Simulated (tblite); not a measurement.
Compound: C6H9SSi (doublet state).
Numbering: `[SiH2:1][S:2][C@@:3]12[C@H:4]3[CH2:5][C@@H:6]1[C@@H:7]2[CH2:8]3` (hydrogens: H9, H10 on Si1; H11 on C4; H12, H13 on C5; H14 on C6; H15 on C7; H16, H17 on C8)

Geometry (GFN2-xTB, Å), atoms numbered from 1 in this order:
```
atom  x, y, z in Å
Si1    2.9190    0.9288    0.4662
S2     1.4012    0.0956    1.7447
C3     0.0704    0.0041    0.5950
C4    -0.1625   -0.8184   -0.7120
C5    -1.5023   -1.2914   -0.1313
C6    -1.4170   -0.0816    0.7784
C7    -0.8074    1.0473   -0.0420
C8    -0.5304    0.4904   -1.4242
H9     3.1139    0.0534   -0.6816
H10    4.0776    1.0716    1.3264
H11    0.5336   -1.5228   -1.1537
H12   -2.3436   -1.3478   -0.8233
H13   -1.4146   -2.2221    0.4254
H14   -1.9880    0.1050    1.6716
H15   -0.9209    2.0815    0.2345
H16   -1.3621    0.4453   -2.1282
H17    0.3262    0.9732   -1.8921
```

Calculated harmonic vibrations of the isolated species, GFN2-xTB (tblite), most abundant isotopes, no scaling. Errors from tens to a few hundred cm⁻¹ against measured bands are possible. Modes of hydrogen on silicon can be 10 to 20 % off. One conformer, not necessarily the lowest. Open shells enter through the occupations alone, without spin polarisation, and single modes of such species can be off by tens of per cent.

Harmonic wavenumbers (cm⁻¹): 35.4, 90.3, 106.7, 200.6, 238.7, 393.5, 455.1, 476.3, 509.9, 536.2, 562.6, 713.9, 720.8, 769.3, 872.8, 902.4, 915.8, 939.4, 986.7, 990.8, 1017.5, 1027.2, 1037.5, 1043.7, 1083.9, 1088.3, 1096.0, 1166.3, 1180.4, 1199.8, 1227.6, 1249.8, 1270.2, 1398.3, 1472.7, 1490.2, 2294.4, 2365.7, 2969.2, 2975.5, 3002.3, 3015.3, 3030.1, 3104.6, 3113.8.

A = 3036, B = 1070, C = 943.5 MHz; mass 141.019 u (most abundant isotopes); point group C1, symmetry number 1; spin multiplicity 2.

Task: What is the zero-point energy?

Result: ½Σν̃ = 28169 cm⁻¹ = 80.54 kcal/mol.

Task: Entropy at 500 K, 1 bar (ideal gas, RRHO, classical rotation)?

Result: Translation 43.34, rotation 30.58, vibration 41.02, spin (R ln 2) 1.38: S = 116.3 cal/(mol K).

Task: And Cp and H(500 K) − H(0)?

Result: Cp = 52.28 cal/(mol K), of which vibrations give 44.33 (their classical limit is 45 R = 89.4); H(500 K) − H(0) = 14.77 kcal/mol without the zero-point energy, 10.79 from vibrations.

Task: How do the functions run with temperature in this model?

Result: 
```tsv
T (K)	S (cal/(mol K))	Cp (cal/(mol K))	H − H(0) (kcal/mol)	G − H(0) (kcal/mol)	ln q(vib)
150	76.7	19.4	2.07	-9.43	2.57
250	88.7	28.8	4.46	-17.71	4.53
298.15	94.2	33.8	5.96	-22.11	5.50
400	105.6	44.0	9.94	-32.29	7.62
600	126.4	58.9	20.34	-55.53	11.95
900	153.1	72.1	40.17	-97.60	18.33
```

q(vib) and H(0) count from the zero-point level.

Task: What must be added to the electronic energy to get the Gibbs energy at 500 K and 1 bar?

Result: ZPE + [H(500 K) − H(0)] − T·S = 80.54 + 14.77 − 58.16 = 37.15 kcal/mol.

Task: Blend soft modes into free rotors: weight 1/[1 + (100 cm⁻¹/ν̃)⁴] for the oscillator and the rest for a rotor with moment μB/(μ + B), μ = h/(8π²ν), B = 10⁻⁴⁴ kg m². What vibrational entropy results?

Result: 37.72 cal/(mol K) in place of 41.02, which changes −T·S at 500 K by +1.65 kcal/mol.

Task: Which modes carry the vibrational entropy at 500 K?

Result: 35.4 cm⁻¹: 6.53; 90.3 cm⁻¹: 4.67; 106.7 cm⁻¹: 4.34; 200.6 cm⁻¹: 3.11; 238.7 cm⁻¹: 2.77; 393.5 cm⁻¹: 1.84 cal/(mol K); the other 39 give 17.75 together.

Hindered rotation and anharmonicity are outside this model. Other conformers, if any are populated, would add a mixing term that is left out. The structure is chiral; the term R ln 2 for an equal mix with its mirror image is left out.

On an Arm Neoverse V1 with one thread, no GPU (shared host), this took 0.69 s wall. This covers the Hessian and the dipole derivatives.
